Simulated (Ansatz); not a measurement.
C3H5N, SMILES `CC=C=N` (charge 0, multiplicity 1).

Cartesian coordinates (Å):
```xyz
9

C     -1.2476    -0.3808    -0.0302
C     -0.0186     0.3403    -0.5181
C      1.0972     0.4205     0.1573
N      2.0928     0.5991     0.8455
H     -1.5225    -1.1949    -0.7056
H     -2.1004     0.3001     0.0273
H     -1.0888    -0.8040     0.9611
H     -0.0417     0.8196    -1.4900
H      2.8296    -0.1000     0.7526
```
Charge 0, multiplicity 1.

Frozen-core energies in 6-31g from Ansatz (a program for electronic structure) at a geometry from B3LYP-D3(BJ)/def2-TZVP; the HF reference has <S^2> = 0.00 and the T1 diagnostic is 0.013.

| level | energy (Ha) |
|---|---|
| HF | -170.83011 |
| MP2 | -171.20583 |
| CCSD | -171.23900 |

Task: Estimate the energies of CCSD(T), CCSDT and CCSDT(Q), and give each level's difference from CCSDT(Q).

Result: 
```csv
level,energy (Ha),difference from CCSDT(Q) (mHa)
MP2,-171.20583,48.15
CCSD,-171.23900,14.97
CCSD(T),-171.25208,1.90
CCSDT,-171.25275,1.22
CCSDT(Q),-171.25398,0.00
```
